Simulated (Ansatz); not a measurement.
Cost and result for the atomization energy of `N#C[CH2][GeH2][F]` (9 atoms, 8 bonds).

```xyz
9

N     1.038   -1.527    2.052
C     0.497   -1.249    1.075
C    -0.165   -0.831   -0.135
Ge   -0.071    1.128   -0.325
F    -0.915    1.439   -1.815
H    -1.216   -1.128   -0.118
H     0.308   -1.287   -1.007
H    -0.844    1.843    0.787
H     1.369    1.612   -0.513
```

The species carries charge 0 and has multiplicity 1. Correlated methods include outer-core shells of Ge, which these sets cover unevenly. Scalar relativity is left out up to krypton. All single points use the PBE0-D4/def2-TZVP geometry. It is one conformer, not always the lowest. Program: Ansatz. All runs use 4 threads of an Arm Neoverse V1 on a shared host. Times are those of one run each, without the atoms' runs, and a repeat can differ threefold. Electronic energies, without spin–orbit coupling; frozen cores. CCSD(T)/CBS adds CCSD(T) − MP2 in def2-TZVPP to the MP2 limit, and its time is that of the two runs behind it. T1 = 0.012. With those shells the extrapolation isn't a true limit. B3LYP takes the VWN-RPA correlation (the form of Gaussian; ORCA's B3LYP/G).

CCSD(T)/CBS is a level of theory with its own doubt, some kJ/mol a heavy atom from the limit and from the frozen cores, so smaller differences don't rank the functionals.

```
                            level  functions  atomization (kcal/mol)  difference from CCSD(T)/CBS  per bond
             revPBE-D4/def2-TZVPP        228                   833.5                         -2.1      -0.3
           LDA (SPW92)/def2-TZVPP        228                   964.3                        128.7      16.1
               PBE0-D4/def2-TZVPP        228                   834.5                         -1.1      -0.1
              BHLYP-D4/def2-TZVPP        228                   800.8                        -34.8      -4.4
            r2SCANh-D4/def2-TZVPP        228                   826.5                         -9.1      -1.1
               ωB97X-V/def2-TZVPP        228                   838.6                          3.0       0.4
               CCSD(T)/def2-TZVPP        228                   815.1                        -20.5      -2.6
                B2PLYP/def2-TZVPP        228                   829.1                         -6.5      -0.8
              PBE-QIDH/def2-TZVPP        228                   829.2                         -6.4      -0.8
                   MP2/def2-QZVPP        437                   849.0                         13.4       1.7
                 CCSD(T)/def2-SVP        108                   788.3                        -47.3      -5.9
                CCSD(T)/CBS(def2)          –                   835.6                          0.0       0.0
B3LYP-D4/def2-TZVPP (with forces)        228                   833.2                         -2.4      -0.3
```

Q: Order the runs by time, with rough figures. (Best estimate.)

A: The calculation gave: LDA (SPW92)/def2-TZVPP 1.1 s; revPBE-D4/def2-TZVPP 1.7 s; PBE0-D4/def2-TZVPP 2.8 s; BHLYP-D4/def2-TZVPP 3 s; B3LYP-D4/def2-TZVPP (with forces) 4.1 s; r2SCANh-D4/def2-TZVPP 4.5 s; B2PLYP/def2-TZVPP 5.5 s; PBE-QIDH/def2-TZVPP 5.5 s; ωB97X-V/def2-TZVPP 7 s; CCSD(T)/def2-SVP 8 s; MP2/def2-QZVPP 22 s; CCSD(T)/def2-TZVPP 2.7 min; CCSD(T)/CBS(def2) 3.1 min.

Leaving LDA and LC-ωPBE aside and taking each functional with its dispersion term where it has one, the values, not all of them listed here, spread over 57.0 kcal/mol, from BHLYP-D4 to PBE-D4. LDA lies +110.4 kcal/mol from PBE without D4, its usual overbinding. In def2-TZVPP, CCSD(T) changes the Hartree–Fock value by +231.7 kcal/mol (the triples alone add +16.2 kcal/mol) and MP2 by +253.5 kcal/mol; breaking electron pairs costs correlation energy, which Hartree–Fock lacks. From r2SCAN to r2SCAN0 (25 % exact exchange), in def2-TZVPP and without D4, the atomization energy moves by −19.9 kcal/mol: exact exchange takes away binding that semilocal exchange gives to molecules.

For some Ge, Se and Sn compounds the MP2-based and the directly extrapolated limit differ by 10 to 25 kJ/mol.
